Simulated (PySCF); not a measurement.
A mixed set of molecules.

All values: B3LYP/def2-SVPD (PySCF) at GFN2-xTB geometries, gas phase, one conformer each. Core orbitals are frozen in the response; Δα² is half the sum of the squared differences of the principal polarisabilities.

**Question.** Rank by polarisability anisotropy Δα, highest first.
A. `[F:1][Si@@H:2]([PH2:3])/[CH:4]=[CH:5]/[SiH3:6]` with F1–Si2–P3–H 85° and 177°, F1–Si2–C4–C5 178°
B. `[F:1][Si@H:2]([PH2:3])/[CH:4]=[CH:5]\[SiH3:6]` with F1–Si2–P3–H 165° and 72°, F1–Si2–C4–C5 -165°
C. `[CH2:1]=[CH:2][c:3]1[cH:4][cH:5][p:6]([CH3:7])[cH:8]1` with C1–C2–C3–C4 -5°
D. `CP1CC1`

**Answer.** C (12.46 Å³), A (7.13 Å³), B (4.65 Å³), D (2.29 Å³).

**Question.** Rank by mean static polarisability, lowest first.
A. `F/C(=C/[SiH3])[SiH2]P`
B. `C=CC1=CP(C)C=C1`
C. `CP1CC1`
D. `F[Si@H](P)/C=C\[SiH3]`

**Answer.** C (9.08 Å³), D (15.43 Å³), A (15.83 Å³), B (16.88 Å³).

**Question.** Rank by HOMO energy, lowest first.
A. `CP1CC1`
B. `F/C(=C/[SiH3])[SiH2]P`
C. `C=CC1=CP(C)C=C1`
D. `P[SiH2]/C=C(\[SiH3])F`

**Answer.** B (-7.34 eV), D (-7.21 eV), A (-6.86 eV), C (-6.17 eV).

All values together:

```json
{"SMILES": "C=Cc1ccp(C)c1", "formula": "C7H9P", "μ (D)": "1.07", "HOMO (eV)": "-6.17", "LUMO (eV)": "-1.61", "α (Å³)": "16.88", "Δα (Å³)": "12.46", "electrons": "66", "α per electron (Å³)": "0.256"}
{"SMILES": "F/C([SiH3])=C/[SiH2]P", "formula": "C2H8FPSi2", "μ (D)": "1.53", "HOMO (eV)": "-7.21", "LUMO (eV)": "-1.28", "α (Å³)": "15.91", "Δα (Å³)": "4.79", "electrons": "72", "α per electron (Å³)": "0.221"}
{"SMILES": "F[Si@H](P)/C=C\\[SiH3]", "formula": "C2H8FPSi2", "μ (D)": "1.90", "HOMO (eV)": "-7.44", "LUMO (eV)": "-1.58", "α (Å³)": "15.43", "Δα (Å³)": "4.65", "electrons": "72", "α per electron (Å³)": "0.214"}
{"SMILES": "F[Si@@H](P)/C=C/[SiH3]", "formula": "C2H8FPSi2", "μ (D)": "2.13", "HOMO (eV)": "-7.25", "LUMO (eV)": "-1.43", "α (Å³)": "15.96", "Δα (Å³)": "7.13", "electrons": "72", "α per electron (Å³)": "0.222"}
{"SMILES": "CP1CC1", "formula": "C3H7P", "μ (D)": "1.17", "HOMO (eV)": "-6.86", "LUMO (eV)": "0.46", "α (Å³)": "9.08", "Δα (Å³)": "2.29", "electrons": "40", "α per electron (Å³)": "0.227"}
{"SMILES": "F/C(=C/[SiH3])[SiH2]P", "formula": "C2H8FPSi2", "μ (D)": "0.93", "HOMO (eV)": "-7.34", "LUMO (eV)": "-1.28", "α (Å³)": "15.83", "Δα (Å³)": "4.55", "electrons": "72", "α per electron (Å³)": "0.220"}
```

Conformers: `[CH2:1]=[CH:2][c:3]1[cH:4][cH:5][p:6]([CH3:7])[cH:8]1` with C1–C2–C3–C4 -5°; `[F:1]/[C:2]([SiH3:3])=[CH:4]/[SiH2:5][PH2:6]` with C2–C4–Si5–P6 77°, C4–Si5–P6–H -74° and -167°; `[F:1][Si@H:2]([PH2:3])/[CH:4]=[CH:5]\[SiH3:6]` with F1–Si2–P3–H 165° and 72°, F1–Si2–C4–C5 -165°; `[F:1][Si@@H:2]([PH2:3])/[CH:4]=[CH:5]/[SiH3:6]` with F1–Si2–P3–H 85° and 177°, F1–Si2–C4–C5 178°; `[F:1]/[C:2](=[CH:3]/[SiH3:4])[SiH2:5][PH2:6]` with F1–C2–Si5–P6 108°, C2–Si5–P6–H -74° and -167°.

**Question.** How closely does the mean polarisability follow the number of electrons in this set?

**Answer.** The correlation coefficient is 0.94; α per electron runs from 0.214 to 0.256 Å³.
